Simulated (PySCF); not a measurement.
ClH₂In. Atoms are numbered in the order given.

```xyz
4

In     0.0000     0.0000    -0.5724
H      0.0000    -1.5925    -1.2120
H      0.0000     1.5925    -1.2120
Cl     0.0000     0.0000     1.7924
```

Geometry optimised at PBE-D3(BJ)/def2-TZVP. The def2 effective core potentials stand for the cores of In; spin–orbit coupling is left out.

All values below come from PBE-D3(BJ)/def2-TZVP (PySCF).

Frequencies are harmonic and unscaled.

Problem. List the normal modes with their intensities. (An estimate is asked for; the answer gives what the named calculation found.)

Solution. 
| mode | ν (cm⁻¹) | IR (km/mol) | moving atoms (share of kinetic energy) |
|---|---|---|---|
| 1 | 334 | 68.6 | Cl 75 %, In 24 % |
| 2 | 389 | 27.2 | H 95 % |
| 3 | 526 | 74.0 | H 97 % |
| 4 | 549 | 126.3 | H 98 % |
| 5 | 1796 | 45.3 | H 100 % |
| 6 | 1819 | 217.8 | H 99 % |
